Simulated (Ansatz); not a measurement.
Consider the silylene formation by 1,1-elimination: `O[Si@@H](F)N[Si@@H](O)F` → `N[SiH](O)F` + `O[Si]F`.

Calculated with Ansatz (gas phase, PBE0-D4/def2-TZVP geometries, no zero-point term in ΔE). CBS: MP2 limit from def2 TZ/QZ plus the TZ coupled-cluster correction, frozen cores. This one scheme is used for every species. DFT in def2-TZVPP. One conformer a species, not always the lowest.

| species | r2SCAN-D4 energy (Eh) |
| --- | --- |
| `O[Si@@H](F)N[Si@@H](O)F` | -987.17987 |
| `N[SiH](O)F` | -521.86203 |
| `O[Si]F` | -465.22793 |

Question: Work out ΔE.

Answer: ΔE = (-521.86203) + (-465.22793) − (-987.17987) = 0.08991 Eh = +56.4 kcal/mol. CCSD(T)/CBS gives +53.4 kcal/mol.

Largest T1 diagnostic among the species: 0.015.

From PBE to PBE0 (25 % exact exchange), in def2-TZVPP and without D4, ΔE moves by +5.3 kcal/mol. The D4 term adds +4.5 kcal/mol with B3LYP and +2.5 kcal/mol with PBE0; it sums over pairs of atoms, weighted by their polarisabilities, and B3LYP, whose exchange is more repulsive, gets the larger term.

B3LYP here is the variant with VWN-RPA as its local correlation; programs differ in this.
